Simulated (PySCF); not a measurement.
CH₃NO, triplet, at a GFN2-xTB geometry (a higher spin typed on purpose: for a closed-shell molecule this is an excited state). Base run: CCSD/6-31G* run with PySCF.

PySCF was given this input:
```python
from pyscf import gto, scf, cc

mol = gto.M(
    atom='''
N    -1.13722207    0.20028280   -0.10649538
C     0.26362244    0.31632769    0.20402162
O     1.11258508   -0.61146689   -0.09803474
H    -1.48720697   -0.66705586    0.29036450
H    -1.66033283    0.98487706    0.26520907
H     0.62567895    1.27396809   -0.24995774
''',
    basis='6-31g*',
    spin=2,
    verbose=4,
)

mf = scf.UHF(mol)
mf.kernel()

mycc = cc.CCSD(mf)
mycc.kernel()
print('E(CCSD) = %.10f' % mycc.e_tot)
mf.analyze()
```

Each row names what was changed in the base input (with any setting that the change needs).

```
change                ΔE vs base (mEh)  MP2 correlation (Eh)  CC correlation without the perturbative part (Eh)  basis functions
--------------------  ----------------  --------------------  -------------------------------------------------  ---------------
base                             0.000              -0.40816                                           -0.44371               48
cc.conv_tol = 1e-9               0.000              -0.40816                                           -0.44371               48
cc.direct = True                 0.000              -0.40816                                           -0.44371               48
cc.diis_space = 3                0.000              -0.40816                                           -0.44371               48
frozen = 4                  (withheld)            (withheld)                                         (withheld)               48
cc.level_shift = 0.2             0.000              -0.40816                                           -0.44371               48
frozen = 3                  (withheld)            (withheld)                                         (withheld)               48
frozen = 2                  (withheld)            (withheld)                                         (withheld)               48
method = mp2                    35.550              -0.40816                                                  -               48
method = cisd                   44.977                     -                                                  -               48
```

Q: What belongs in the gaps?

A: 
- frozen = 4, ΔE vs base (mEh): 63.912
- frozen = 4, MP2 correlation (Eh): -0.34825
- frozen = 4, CC correlation without the perturbative part (Eh): -0.37980
- frozen = 3, ΔE vs base (mEh): 5.561
- frozen = 3, MP2 correlation (Eh): -0.40207
- frozen = 3, CC correlation without the perturbative part (Eh): -0.43815
- frozen = 2, ΔE vs base (mEh): 3.196
- frozen = 2, MP2 correlation (Eh): -0.40456
- frozen = 2, CC correlation without the perturbative part (Eh): -0.44051

Open shells are given as the SCF converged; they aren't shown to be the lowest states, and a large step between rows can be another state.
